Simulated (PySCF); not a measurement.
A GIAO shielding run with PySCF (density fitting, non-relativistic, gas phase) on `C(#C)[Si@@](N)(P)CC[SiH3]`, C4H12NPSi2:

```
$ OMP_NUM_THREADS=1 python probes_run.py task.json out

{"job": {"kind": "nmr", "xc": "PBE0", "basis": "pcSseg-1"}, "charge": 0, "multiplicity": 1}
C      3.754164     0.966140     0.310444
C      2.573004     0.805516     0.147859
Si     0.749826     0.574707    -0.196581
N     -0.187873     2.005197     0.032589
P      0.392254    -0.008519    -2.345164
C      0.117941    -0.775507     0.994295
C     -1.066489    -1.574986     0.455302
Si    -2.697421    -0.602422     0.333175
H      4.785890     1.103144     0.469713
H     -0.250530     2.416014     0.949010
H     -0.190337     2.720783    -0.675198
H      1.229507    -1.110529    -2.298398
H      1.401035     0.792421    -2.852342
H     -0.153291    -0.314030     1.944550
H      0.943636    -1.458846     1.209919
H     -0.807750    -1.966214    -0.533696
H     -1.222649    -2.448014     1.096017
H     -2.957151     0.044731     1.625485
H     -2.643066     0.400104    -0.727671
H     -3.775846    -1.559012     0.057656
```

Hardware: 1 thread of an Arm Neoverse N1, shared host. The job also computes population analyses, field gradients.

Question: How large is the calculation?

Answer: 86 electrons, 217 basis functions and 1191 auxiliary functions.

Question: How long does it take, and how much memory does it need?

Answer: 85 s of wall time, with 14 SCF cycles and 5 response iterations; peak memory 1 GiB. Times on a shared host scatter by some tens of per cent.
